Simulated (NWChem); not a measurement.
System: MoOCl$_{3}$ cation; SMILES [O]=[Mo+]([Cl])([Cl])[Cl]

Here is an NWChem input.

```
start job
memory heap 200 mb stack 900 mb global 1100 mb
charge 1
geometry units angstroms noautosym nocenter noautoz
  Mo     0.000000     0.000000     0.196441
  O      0.000000     0.000000     1.822818
  Cl     0.379882     2.043872    -0.458678
  Cl     1.580104    -1.350923    -0.458678
  Cl    -1.959986    -0.692948    -0.458678
end
basis spherical
  Mo library def2-svp
  O library def2-svp
  Cl library def2-svp
end
ecp
  Mo library def2-ecp
end
dft
  xc b3lyp
  iterations 150
end
tddft
  nroots 8
  notriplet
end
task tddft energy
```

NWChem printed, in part:

```
             Northwest Computational Chemistry Package (NWChem) 7.3.0
             --------------------------------------------------------

                             Geometry "geometry" -> ""
                             -------------------------

 Output coordinates in angstroms (scale by  1.889725989 to convert to a.u.)

  No.       Tag          Charge          X              Y              Z
 ---- ---------------- ---------- -------------- -------------- --------------
    1 Mo                  42.0000     0.00000000     0.00000000     0.19644100
    2 O                    8.0000     0.00000000     0.00000000     1.82281800
    3 Cl                  17.0000     0.37988200     2.04387200    -0.45867800
    4 Cl                  17.0000     1.58010400    -1.35092300    -0.45867800
    5 Cl                  17.0000    -1.95998600    -0.69294800    -0.45867800

 Effective nuclear repulsion energy (a.u.)     826.7274955201

                                 NWChem DFT Module
                                 -----------------

 Summary of "ao basis" -> "ao basis" (spherical)
 ------------------------------------------------------------------------------
       Tag                 Description            Shells   Functions and Types
 ---------------- ------------------------------  ------  ---------------------
 Mo                         def2-svp                11       31   5s3p2d1f
 O                          def2-svp                 6       14   3s2p1d
 Cl                         def2-svp                 8       18   4s3p1d

            General Information
            -------------------
          SCF calculation type: DFT
          Wavefunction type:  closed shell.
          No. of atoms     :     5
          No. of electrons :    72
           Alpha electrons :    36
            Beta electrons :    36
          Charge           :     1
          Spin multiplicity:     1
          Use of symmetry is: off; symmetry adaption is: off
          Maximum number of iterations: 150
          AO basis - number of functions:    99
                     number of shells:    41
          Convergence on energy requested:  1.00D-06
          Convergence on density requested:  1.00D-05
          Convergence on gradient requested:  5.00D-04

              XC Information
              --------------
                         B3LYP Method XC Potential
                     Hartree-Fock (Exact) Exchange  0.200
                        Slater Exchange Functional  0.800 local
                    Becke 1988 Exchange Functional  0.720 non-local
              Lee-Yang-Parr Correlation Functional  0.810
                  VWN I RPA Correlation Functional  0.190 local

             Grid Information
             ----------------
          Grid used for XC integration:  medium
          Radial quadrature: Mura-Knowles
          Angular quadrature: Lebedev.
          Tag              B.-S. Rad. Rad. Pts. Rad. Cut. Ang. Pts.
          ---              ---------- --------- --------- ---------
          Mo                  1.45      123           8.0       590
          O                   0.60       49           8.0       434
          Cl                  1.00       88          10.0       590
          Grid pruning is: on
          Number of quadrature shells:   436
          Spatial weights used:  Erf1

      Superposition of Atomic Density Guess
      -------------------------------------

 Sum of atomic energies:       -1529.95369941

 Renormalizing density from      73.00 to     72

      Non-variational initial energy
      ------------------------------

 Total energy =   -1507.794568
 1-e energy   =   -2893.906227
 2-e energy   =     978.957427
 HOMO         =      -0.715225
 LUMO         =      -0.356558

   convergence    iter        energy       DeltaE   RMS-Dens  Diis-err
 ---------------- ----- ----------------- --------- --------- ---------
 d= 0,ls=0.0,diis     1  -1522.8597630178 -1.93D+03  5.70D-02  5.09D+00
 d= 0,ls=0.0,diis     2  -1514.6734814764  8.19D+00  4.82D-02  6.01D+01
 d= 0,ls=0.0,diis     3  -1523.2480995939 -8.57D+00  1.47D-02  1.70D+00
 d= 0,ls=0.0,diis     4  -1523.2972341664 -4.91D-02  7.64D-03  1.22D+00
 d= 0,ls=0.0,diis     5  -1523.4549366410 -1.58D-01  8.06D-04  1.28D-02
  Resetting Diis
 d= 0,ls=0.0,diis     6  -1523.4564459655 -1.51D-03  1.81D-04  2.00D-03
 d= 0,ls=0.0,diis     7  -1523.4566042542 -1.58D-04  4.12D-04  3.60D-04
 d= 0,ls=0.0,diis     8  -1523.4560636733  5.41D-04  3.31D-04  5.98D-03
 d= 0,ls=0.0,diis     9  -1523.4566387660 -5.75D-04  2.37D-05  1.03D-05
 d= 0,ls=0.0,diis    10  -1523.4566396699 -9.04D-07  9.13D-06  1.34D-06

[...]

                                NWChem TDDFT Module
                                -------------------

            General Information
            -------------------
           No. of orbitals :     198
            Alpha orbitals :      99
             Beta orbitals :      99
        Alpha frozen cores :       0
         Beta frozen cores :       0
     Alpha frozen virtuals :       0
      Beta frozen virtuals :       0
         Spin multiplicity :       1
    Number of AO functions :      99
        Use of symmetry is : off
      Symmetry adaption is : off
         Schwarz screening :  0.10D-07

              XC Information
              --------------
                  B3LYP Method XC Potential
              Hartree-Fock (Exact) Exchange   0.20
                 Slater Exchange Functional   0.80 local
             Becke 1988 Exchange Functional   0.72 non-local
       Lee-Yang-Parr Correlation Functional   0.81
           VWN I RPA Correlation Functional   0.19 local

             TDDFT Information
             -----------------
          Calculation type : TDDFT
         Wavefunction type : Restricted singlets
          No. of electrons :      72
           Alpha electrons :      36
            Beta electrons :      36
              No. of roots :       8
          Max subspacesize :    5600
            Max iterations :     100
               Target root :       1
           Target symmetry : none
      Symmetry restriction : off
                 Algorithm : Optimal
        Davidson threshold :  0.10D-03

    8 smallest eigenvalue differences (eV)
--------------------------------------------------------
  No. Spin  Occ  Vir  Irrep   E(Occ)    E(Vir)   E(Diff)
--------------------------------------------------------
    1    1   36   37 a        -0.563    -0.383     4.905
    2    1   36   38 a        -0.563    -0.383     4.905
    3    1   35   37 a        -0.566    -0.383     4.987
    4    1   34   37 a        -0.566    -0.383     4.987
    5    1   35   38 a        -0.566    -0.383     4.987
    6    1   34   38 a        -0.566    -0.383     4.987
    7    1   33   37 a        -0.581    -0.383     5.408
    8    1   33   38 a        -0.581    -0.383     5.408
--------------------------------------------------------

  Entering Davidson iterations
  Restricted singlet excited states

  Iter   NTrls   NConv    DeltaV     DeltaE      Time
  ----  ------  ------  ---------  ---------  ---------
    1      8       0     0.27E+00   0.10+100        8.6
    2     24       0     0.42E-01   0.44E-01       13.8
    3     40       0     0.18E-01   0.64E-03       13.7
    4     56       0     0.81E-02   0.10E-03       13.9
    5     72       2     0.12E-02   0.21E-04       13.9
    6     84       5     0.32E-03   0.95E-06       11.2
    7     90       8     0.75E-04   0.41E-07        7.5
  ----  ------  ------  ---------  ---------  ---------
  Convergence criterion met

  Ground state a       -1523.456639669900 a.u.

  ----------------------------------------------------------------------------
  Root   1 singlet a              0.136743926 a.u.                3.7210 eV
  ----------------------------------------------------------------------------
     Transition Moments    X -0.00000   Y -0.00000   Z -0.00000
     Dipole Oscillator Strength                    0.0000000000
     Electric Quadrupole                           0.0000000000
     Magnetic Dipole                               0.0000004486
     Total Oscillator Strength                     0.0000004486

     Occ.   31  a   ---  Virt.   38  a   -0.07427 X
     Occ.   32  a   ---  Virt.   37  a    0.07427 X
     Occ.   34  a   ---  Virt.   37  a    0.29847 X
     Occ.   34  a   ---  Virt.   38  a    0.63576 X
     Occ.   35  a   ---  Virt.   37  a   -0.63597 X
     Occ.   35  a   ---  Virt.   38  a    0.29855 X
  ----------------------------------------------------------------------------
  Root   2 singlet a              0.137184660 a.u.                3.7330 eV
  ----------------------------------------------------------------------------
     Transition Moments    X -0.00167   Y -0.00880   Z  0.00000
     Dipole Oscillator Strength                    0.0000073365
     Electric Quadrupole                           0.0000000002
     Magnetic Dipole                               0.0000003224
     Total Oscillator Strength                     0.0000076591

     Occ.   33  a   ---  Virt.   37  a    0.12424 X
     Occ.   33  a   ---  Virt.   38  a   -0.07643 X
     Occ.   34  a   ---  Virt.   37  a   -0.46182 X
     Occ.   34  a   ---  Virt.   38  a    0.36955 X
     Occ.   35  a   ---  Virt.   37  a    0.36949 X
     Occ.   35  a   ---  Virt.   38  a    0.46185 X
     Occ.   36  a   ---  Virt.   37  a   -0.27647 X
     Occ.   36  a   ---  Virt.   38  a   -0.44940 X
  ----------------------------------------------------------------------------
  Root   3 singlet a              0.137184744 a.u.                3.7330 eV
  ----------------------------------------------------------------------------
     Transition Moments    X  0.00880   Y -0.00167   Z -0.00000
     Dipole Oscillator Strength                    0.0000073391
     Electric Quadrupole                           0.0000000002
     Magnetic Dipole                               0.0000003224
     Total Oscillator Strength                     0.0000076617

[...]
```

Level: B3LYP/def2-SVP with def2 effective core potentials on Mo, full TDDFT. Coordinates come from a PBE0/def2-SVP optimisation. This spin state was assumed; another may lie lower. def2 effective core potentials on Mo; no spin-orbit coupling.
